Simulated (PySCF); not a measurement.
# Computed vibrations of CeH3(H2O)

CeH3(H2O) (singlet in the valence; each metal's 4f electrons, 1 of them, lie in its core potential, out of spins and levels). PySCF 2.14.0, RKS PBE0, Ce lcecp-1-SVP with ECP47, H def2-SVP, O def2-SVP; non-relativistic Hamiltonian with scalar-relativistic core potentials where named; density fitting; no spin-orbit coupling. Central differences of gradients.

```xyz
7

Ce    0.1531   -0.1698    0.1698
H     0.7143    1.7999    0.7986
H    -1.0234   -1.4190    1.4190
H     0.7143   -0.7986   -1.7999
O    -1.2384    1.3009   -1.3009
H    -1.0015    2.2237   -1.1231
H    -1.0015    1.1231   -2.2237
```

Run from Python with OMP_NUM_THREADS=2. Where DIIS fails, smearing, a level shift and second-order steps follow.
It took 47 s on 2 threads of Arm Neoverse V2, on a shared host.

Task: What are the harmonic wavenumbers and infrared intensities?

Result: Modes are labelled in Cs; negative numbers are unstable modes, those under 60 cm⁻¹ near the noise; a finer grid moves soft modes by up to 10 cm⁻¹.
```json
{"cm⁻¹": "-181", "km/mol": "–", "symmetry": "a''"}
{"cm⁻¹": "117", "km/mol": "1034.0", "symmetry": "a'"}
{"cm⁻¹": "176", "km/mol": "37.4", "symmetry": "a'"}
{"cm⁻¹": "305", "km/mol": "31.6", "symmetry": "a''"}
{"cm⁻¹": "309", "km/mol": "163.6", "symmetry": "a'"}
{"cm⁻¹": "399", "km/mol": "81.5", "symmetry": "a'"}
{"cm⁻¹": "538", "km/mol": "26.7", "symmetry": "a''"}
{"cm⁻¹": "583", "km/mol": "92.2", "symmetry": "a''"}
{"cm⁻¹": "596", "km/mol": "105.4", "symmetry": "a'"}
{"cm⁻¹": "1294", "km/mol": "1212.8", "symmetry": "a''"}
{"cm⁻¹": "1314", "km/mol": "1127.8", "symmetry": "a'"}
{"cm⁻¹": "1372", "km/mol": "144.7", "symmetry": "a'"}
{"cm⁻¹": "1593", "km/mol": "80.0", "symmetry": "a'"}
{"cm⁻¹": "3790", "km/mol": "82.0", "symmetry": "a'"}
{"cm⁻¹": "3888", "km/mol": "148.2", "symmetry": "a''"}
```

Task: Is this a minimum?

Result: No: 1 unstable; the lowest moves the atoms so:
```
Ce   0.00  0.00  0.00
H    0.37 -0.24  0.33
H    0.00 -0.06 -0.06
H   -0.37  0.33 -0.24
O    0.00 -0.01 -0.01
H   -0.32  0.11 -0.29
H    0.32 -0.29  0.11
```

An lcecp potential fixes the number of 4f electrons, so in runs with it no electron can move into or out of that shell.
